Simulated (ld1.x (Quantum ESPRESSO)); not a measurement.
# Transferability test, TM potential for Li (Z = 3)

Li, norm-conserving Troullier–Martins (Kleinman–Bylander form), made with ld1.x (Quantum ESPRESSO) 7.5 (PBEsol, scalar-relativistic). Core none, reference 1s2 2s1 2p0. Waves: 1s (bound): rc 0.40 bohr; 2p (bound, empty): rc 4.20 bohr; 3d channel at -0.15 Ry: rc 4.20 bohr. Local part: all-electron potential smoothed inside 1.00 bohr (lloc = -1). Core correction: none.

Occupied shells without a wave of their own: 2s. They enter only through the test configuration that unscreens the potential.

Energies are relative to the spin-unpolarised reference configuration 1s2 2s1 2p0; without spin polarisation the order of configurations can differ from experiment.

```csv
valence configuration,charge,ΔE all-electron (eV),error AE − PS (meV)
1s2 2s0 2p0,+1,5.187,+14
1s2 2s0.5 2p0,+0.5,2.013,+5.5
1s2 2s0 2p1,0,1.761,+0.2
```

Task: What are ΔE and the potential's error for 1s1 2s1 2p0?

Result: ΔE = 67.777 eV all-electron; the error (AE − PS) is -39 meV.
